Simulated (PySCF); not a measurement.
## Ionisation energy of Rh by level of theory

Rh [Kr] 4d8 5s1 (4F) → Rh⁺ [Kr] 4d8 (3F), as a difference of total energies. Computed with PySCF 2.14 in aug-cc-pVTZ-DK, with scalar relativity by spin-free X2C-1e. Correlated levels: valence: [Kr] frozen. The calculations carry no spin-orbit coupling.

```tsv
method	ionisation energy (eV)	plus first-order spin-orbit estimate	error of that sum (eV)
UHF	6.314	6.307	-1.152
MP2 (valence)	7.304	7.298	-0.161
SCS-MP2 (valence)	7.070	7.064	-0.395
CCSD (valence)	7.220	7.214	-0.245
CCSD(T) (valence)	7.315	7.309	-0.150
```

Reference: 7.459 eV (measured; NIST Atomic Spectra Database, ionization energies).

A first-order spin-orbit estimate (lowest level to lowest level, LS coupling) adds -0.006 eV.

Errors of the correlated levels include the incompleteness of this basis and the frozen core.
